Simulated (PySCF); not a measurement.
Ti(OH)3 (H₃O₃Ti), SMILES [Ti+]([OH])([OH])[OH], charge +1, multiplicity 1.

Geometry: PBE0-D3(BJ)/def2-SVP. The multiplicity is an assumed one; other spin states were not compared. The isomer is the one that the SMILES or the coordinates give; other isomers of the formula were not compared. One conformer was computed; it need not be the lowest.

Two levels are set side by side: PBE/def2-TZVPD (PySCF) and B3LYP/def2-TZVPD (PySCF). Same geometry, gas phase. Differences are taken from unrounded values.

| quantity | B3LYP | PBE | PBE minus B3LYP |
|---|---|---|---|
| orbital gap (eV) | 5.70 | 3.72 | -1.98 |
| highest occupied level (eV) | -14.75 | -13.34 | 1.40 |
| lowest empty level (eV) | -9.05 | -9.63 | -0.58 |
| mean polarisability (bohr³) | 40.1 | 41.5 | 1.4 |

PBE's occupied levels lie high since its potential decays too fast outside the molecule; exact exchange lowers them and widens the gap. PBE's more diffuse valence density responds more strongly to a field. Differences between two approximate levels are no errors against the true value.

Rough cost on one machine, each run with all the roots and properties that it gave: B3LYP against PBE within a factor of 2.
